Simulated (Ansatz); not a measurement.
This geometry of C₂H₇BrOSi (12 atoms, charge 0, multiplicity 1) is a first-order saddle point.

Method: RKS B3LYP/def2-SVP in Ansatz.

```xyz
12
Properties=species:S:1:pos:R:3
O -1.146 -0.549 1.542
C -0.579 0.712 1.222
Si 0.386 0.776 -0.445
C 0.587 -0.965 -1.182
Br -1.113 -1.678 -1.877
H -0.435 -1.174 1.719
H -1.419 1.424 1.157
H 0.071 1.097 2.036
H -0.287 1.648 -1.449
H 1.769 1.306 -0.213
H 1.287 -0.956 -2.029
H 0.956 -1.696 -0.448
```

(1) Which two structures does it join? (They come from a converged band through this point; their orientation in space is the band's.)

(2) How far does it lie above each of them?

Answers

(1) No bond is made or broken. The dihedral H7–C2–Si3–H9 goes from 66 to -71°.

Image 0:

```xyz
12
Properties=species:S:1:pos:R:3
O -0.407 -0.541 1.952
C -0.739 0.558 1.104
Si 0.489 0.663 -0.348
C 0.409 -0.945 -1.350
Br -1.316 -1.108 -2.297
H 0.411 -0.324 2.418
H -1.749 0.362 0.707
H -0.808 1.515 1.658
H 0.243 1.837 -1.234
H 1.870 0.759 0.226
H 1.193 -1.014 -2.116
H 0.480 -1.817 -0.686
```

Image 6:

```xyz
12
Properties=species:S:1:pos:R:3
O -1.722 0.308 1.302
C -0.326 0.542 1.362
Si 0.507 0.735 -0.342
C 0.634 -0.945 -1.234
Br -1.114 -1.872 -1.339
H -1.874 -0.494 0.780
H -0.181 1.487 1.915
H 0.211 -0.230 1.954
H -0.258 1.676 -1.207
H 1.913 1.223 -0.177
H 0.981 -0.846 -2.272
H 1.305 -1.639 -0.709
```

(2) 0.202 eV above the first and 0.227 eV above the second. This is the barrier of this one path; another mechanism may lie lower.

Run time: 2.1 min on 2 threads of Intel(R) Xeon(R) Platinum 8375C CPU @ 2.90GHz (Ice Lake) (shared host), peak memory 0.35 GiB.
